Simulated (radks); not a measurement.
Results of a calculation; reference values are marked as such.
Task: Nd, 60 electrons, occupied as [Xe] 4f4 6s2 (the NIST ground configuration). Code: a radial shooting solver on a logarithmic mesh with Libxc functionals. Model: Dirac Kohn-Sham, PBE, spin-unpolarised, spherical densities, finite nucleus; open shells fill j = l - 1/2 first; Fermi nuclear charge, rms radius 4.9123 fm. Some entries of the table are withheld. Estimate them.

orbital,occ.,eigenvalue (hartree),<r> (bohr)
1s1/2,2,-1593.344,0.02363
2s1/2,2,-257.5935,0.1005
2p1/2,2,-243.7086,0.08422
2p3/2,4,-224.5967,0.09063
3s1/2,2,-55.87641,0.2659
3p1/2,2,-49.94474,0.2556
3p3/2,4,-46.12950,0.2681
3d3/2,4,-35.79741,(1)
3d5/2,6,-34.97272,(2)
4s1/2,2,-11.10593,0.6074
4p1/2,2,(3),0.6238
4p3/2,4,(4),0.6520
4d3/2,4,-4.36127,0.7015
4d5/2,6,-4.21523,0.7116
5s1/2,2,-1.48231,(5)
5p1/2,2,(6),1.668
5p3/2,4,(7),1.760
6s1/2,2,-0.12850,4.441
4f5/2,4,-0.06763,1.124
4f7/2,0,-0.05294,1.151

Result: 
(1) 3d3/2 <r> (bohr): 0.2394
(2) 3d5/2 <r> (bohr): 0.2433
(3) 4p1/2 eigenvalue (hartree): -8.86720
(4) 4p3/2 eigenvalue (hartree): -8.04038
(5) 5s1/2 <r> (bohr): 1.475
(6) 5p1/2 eigenvalue (hartree): -0.88725
(7) 5p3/2 eigenvalue (hartree): -0.77649
